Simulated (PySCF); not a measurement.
C4H8BN. Atoms are numbered in the order given.

```xyz
14

N      0.0000     0.0000     2.1902
B      0.0000     0.0000     0.7954
C      0.0000    -1.2941    -0.1433
C      0.0000    -0.6714    -1.5235
C      0.0000     0.6714    -1.5235
C      0.0000     1.2941    -0.1433
H      0.0000     0.8469     2.7464
H      0.0000    -0.8469     2.7464
H     -0.8791    -1.9479     0.0202
H      0.8791    -1.9479     0.0202
H      0.0000    -1.2708    -2.4402
H      0.0000     1.2708    -2.4402
H     -0.8791     1.9479     0.0202
H      0.8791     1.9479     0.0202
```

Geometry optimised at B3LYP-D3(BJ)/def2-SVP. This is a generated structure with no PubChem entry under its InChIKey; it may be hypothetical. The values are those of a single conformer.

Level of theory: PySCF with PBE/pcSseg-1.

GIAO shieldings, no solvent; atoms alike by connectivity are averaged. δ = σ(ref) − σ: ¹⁵N against NH3 (σ = 267.0 ppm); ¹¹B against BF3 (σ = 83.9 ppm); ¹³C against TMS (σ = 182.0 ppm); ¹H against TMS (σ = 31.49 ppm), references at their B3LYP-D3(BJ)/def2-TZVP geometries, non-relativistic.

```json
[
 {"nucleus": "¹⁵N", "atoms": "N1", "count": "1", "δ (ppm)": "107.3"},
 {"nucleus": "¹¹B", "atoms": "B2", "count": "1", "δ (ppm)": "40.3"},
 {"nucleus": "¹³C", "atoms": "C4, C5", "count": "2", "δ (ppm)": "143.4"},
 {"nucleus": "¹³C", "atoms": "C3, C6", "count": "2", "δ (ppm)": "29.2"},
 {"nucleus": "¹H", "atoms": "H11, H12", "count": "2", "δ (ppm)": "6.32"},
 {"nucleus": "¹H", "atoms": "H7, H8", "count": "2", "δ (ppm)": "4.26"},
 {"nucleus": "¹H", "atoms": "H9, H10, H13, H14", "count": "4", "δ (ppm)": "2.02"}
]
```
